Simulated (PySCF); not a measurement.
Se(F)(NMe2) (C2H6FNSe), SMILES CN([Se]F)C. Atoms are numbered in the order given.

```xyz
11

Se    -0.7660    -0.4103     0.0000
F     -1.3319     1.2938     0.0000
N      0.9906    -0.2215     0.0000
C      1.6672     0.1814    -1.2261
C      1.6672     0.1814     1.2261
H      1.7127     1.2815    -1.3287
H      2.6980    -0.2110    -1.2243
H      1.1346    -0.2306    -2.0936
H      2.6980    -0.2110     1.2243
H      1.7127     1.2815     1.3287
H      1.1346    -0.2306     2.0936
```

Coordinates come from a ωB97X-D3(BJ)/def2-SVP optimisation. This is a generated structure with no PubChem entry under its InChIKey; it may be hypothetical. Other conformers were not sampled.

Method: CAM-B3LYP/def2-TZVP (PySCF).

ESP charges are fitted to the potential on shells at 1.4 to 2.0 van der Waals radii. Atomic charges (e):

```tsv
atom	Mulliken	ESP fit	Löwdin	IAO
Se1	0.36	0.12	0.41	0.64
F2	-0.38	-0.24	-0.28	-0.54
N3	-0.24	0.09	-0.15	-0.37
C4	-0.27	-0.46	-0.35	-0.30
C5	-0.27	-0.46	-0.35	-0.30
H6	0.13	0.18	0.11	0.13
H7	0.12	0.16	0.12	0.14
H8	0.14	0.14	0.12	0.16
H9	0.12	0.16	0.12	0.14
H10	0.13	0.18	0.11	0.13
H11	0.14	0.14	0.12	0.16
```

Computed Mayer and Wiberg (Löwdin basis) orders of the bonds:
```csv
bond,Mayer,Wiberg
Se1–F2,0.79,1.38
Se1–N3,1.29,1.65
N3–C4,0.92,1.33
N3–C5,0.92,1.33
C4–H6,0.97,0.92
C4–H7,0.97,0.92
C4–H8,0.97,0.92
C5–H9,0.97,0.92
C5–H10,0.97,0.92
C5–H11,0.97,0.92
```
